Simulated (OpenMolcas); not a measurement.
## Mo II: CASPT2 settings compared

```
Program             : OpenMolcas 26.06
Basis               : ANO-RCC-VTZP [7s6p4d2f1g]
Scalar Hamiltonian  : DKH2, point nucleus
Active space        : 5 electrons in 6 orbitals (4d 5s)
State averaging     : 2S+1 = 6 even, 6 roots; 2S+1 = 4 even, 5 roots kept (CI in the orbitals of an earlier block, 0 in the spin-orbit step)
Spin-orbit coupling : state interaction with AMFI integrals over the reference wave functions, term energies averaged over their components
```

Methods on the same reference wave functions:
A. CASSCF
B. SS-CASPT2, IPEA 0.75 Eh, real shift 0.25 Eh (closed shells correlated: none)
C. SS-CASPT2, IPEA 0.15 Eh, sigma1 regulariser 0.1 Eh (closed shells correlated: 3d 4s 4p)
D. SS-CASPT2, IPEA 0.5 Eh, sigma1 regulariser 0.15 Eh (closed shells correlated: none)

Energies in cm⁻¹ above 4d⁵ ⁶S_5/2, the measured ground level; measured values from NIST Handbook of Basic Atomic Spectroscopic Data.

```tsv
Level	A	B	C	D	Measured
4d⁵ ⁶S_5/2	0.0	0.0	0.0	0.0	0.0
4d⁴ 5s ⁶D_1/2	8716	11720	11500	11980	11783
4d⁴ 5s ⁶D_3/2	8912	11910	11690	12170	12034
4d⁴ 5s ⁶D_5/2	9238	12240	12020	12500	12417
4d⁴ 5s ⁶D_7/2	9694	12690	12480	12950	12900
4d⁴ 5s ⁶D_9/2	10280	13280	13060	13540	13461
```

Deviations, from unrounded energies. A percentage is the sum of absolute deviations over the sum of measured energies, with the sign that they share, or ± where signs differ.

| Against measurement | Levels | A | B | C | D |
| --- | --- | --- | --- | --- | --- |
| mean absolute deviation (cm-1) | 5 | 3200 | 150 | 370 | 110 |
| other configurations (%) | 5 | -25.2 | -1.2 | -2.9 | +0.9 |

D lies closest to measurement on these levels and A furthest from it. The largest miss of D in the table is 4d⁴ 5s ⁶D_1/2, by +190 cm-1. The ranking rests on the paired levels alone, and a cruder setting can come out closer through cancelling errors.

Among B to D the level of the table that moves most is 4d⁴ 5s ⁶D_1/2, by 480 cm-1 (lowest in C, highest in D). Moves below CASPT2's spread within the term are not significant.

The mean deviations of B to D differ by less than CASPT2's widest spread within a term (420 cm-1), so their order carries little weight.

The lowest spin-free term lies below A's lowest term by 0.063 hartree in B, 0.434 hartree in C, 0.068 hartree in D.

CASPT2 does not keep the components of a term degenerate, so their means are used; among the terms shown or strongly mixed into the levels shown the widest spread is 420 cm-1 (4d⁴ 5s ⁶D, B). Some high roots are left out of the spin-orbit mixing, which shifts the levels that they would mix with. A single d shell beside an s shell can misplace configurations of different d count against each other. Without dynamic correlation excited terms often stand tens of per cent too high (terms of higher spin than the ground term too low), and those without a measured partner can miss by more than the paired ones (holds for A). Computed and measured levels are paired by configuration, term and J; levels that our copy of the source lacks, or whose pairing is in doubt (as where it misses far off the trend of its configuration), stay unpaired and out of the deviations. Levels of configurations outside the active space are missing.
